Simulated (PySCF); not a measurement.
CH6O2SeSi2, SMILES O=C(O)[SiH2][SiH2][SeH], singlet (GFN2-xTB optimised geometry):

```
12

O      2.914     0.761     1.264
C      2.047     0.439     0.496
O      1.289     1.339    -0.150
Si     1.514    -1.338     0.000
Si    -0.809    -1.338     0.000
Se    -1.512     0.848     0.000
H      1.524     2.256     0.078
H      2.088    -1.541    -1.334
H      2.151    -2.256     0.942
H     -1.440    -1.955     1.171
H     -1.420    -1.964    -1.175
H     -2.914     0.542     0.088
```

Level of theory: PBE0/def2-TZVP (PySCF).

**Question.** What are the frontier orbital energies and the dipole moment?

**Answer.** HOMO-2 -8.73 eV, HOMO-1 -7.94 eV, HOMO -6.94 eV, LUMO -1.18 eV, LUMO+1 -0.95 eV; dipole moment 1.62 D.

Meta-Löwdin charges at PBE0/def2-TZVP: O1 -0.43, C2 0.33, O3 -0.46, Si4 0.33, Si5 0.28, Se6 -0.22, H7 0.36, H8 -0.06, H9 -0.06, H10 -0.07, H11 -0.07, H12 0.06.
